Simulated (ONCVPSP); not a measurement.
**What one change does to a pseudopotential (Fe (Z = 26), ONCV)**

- Element: iron
- Generator: ONCVPSP 4.0.1
- Type: optimised norm-conserving Vanderbilt (ONCV)
- Functional: PBE
- Relativity: scalar-relativistic
- Frozen core: [Ar]
- Valence charge: 8
- Reference configuration: 3d6 4s1.75 (charge +0.25)
- Partial waves: 4s: rc 2.50 bohr, ncon 4, nbas 9, qcut 3.3 1/bohr, 2 projectors, debl 1.4 Ha; p scattering state at 0.33 Ha: rc 2.50 bohr, ncon 4, nbas 8, qcut 2.9 1/bohr, 2 projectors, debl 1.1 Ha; 3d: rc 1.55 bohr, ncon 4, nbas 8, qcut 8.7 1/bohr, 1 projector
- Local potential: polynomial inside 1.15 bohr (lpopt 5, dvloc0 0 Ha)
- Core correction: Teter function fitted to the true core (icmod 2), fcfact 0.25

In the p channel the program set the typed energies aside and used 0.050, 1.150 Ha.

Change: local potential polynomial inside 1.15 bohr (lpopt 5, dvloc0 3.5 Ha).

Cutoffs: the cutoffs (Ha) at which the residual kinetic energy of the hardest occupied pseudo-wave falls to 1 and 0.1 mHa per electron; they do not see the model core or the augmentation charge, which bear on the density cutoff. Errors are all-electron minus pseudo energies relative to the spin-unpolarised reference configuration.

Q: Predict the effect on cutoff, ghosts and configuration errors.

A: The potential gets neither clearly harder nor softer (34 Ha and 54 Ha → 34 Ha and 54 Ha); the bound ghost in s disappears; the lowest positive-energy flag moves from p at 59.9 eV to s at 19.2 eV; the errors of the 4 common tests hardly move; the range in which the s phases agree narrows (upper end 2.3 → 0.7). In the separable form a ghost depends on how the local part lies against the semilocal potential of the channel, so the choice of the local part can create or remove one.

| quantity | base | changed |
| --- | --- | --- |
| cutoff, loose | 34 Ha | 34 Ha |
| cutoff, tight | 54 Ha | 54 Ha |
| bound ghosts | s | none |
| GHOST(+) flags under 300 eV | p at 59.9 eV | s at 19.2 eV, p at 84.7 eV |
| error for 3d6 4s2, meV [ΔE -1.53 eV] | 0.0 | +0.1 |
| error for 3d6 4s1, meV [ΔE 7.20 eV] | -2.3 | -2.1 |
| error for 3d6 4s0, meV [ΔE 23.40 eV] | -15 | -15 |
| error for 3d7 4s0, meV [ΔE 5.11 eV] | -141 | -144 |
| s: phases at 2.54 bohr within 0.05 rad from the reference energy up to (Ha; the scan ends near 5) | 2.3 | 0.7 |
| p: phases at 2.54 bohr within 0.05 rad from the reference energy up to (Ha; the scan ends near 5) | 2.0 | 2.2 |
| d: phases at 1.57 bohr within 0.05 rad from the reference energy up to (Ha; the scan ends near 5) | 1.0 | 1.0 |
| rms error of d²Exc/dni dnj with the model core, mHa | 6.50 | 6.50 |

 A true bound ghost makes a file unfit for plane-wave use even where its test errors are small: the radial tests pick states by their node count and pass the ghost by.
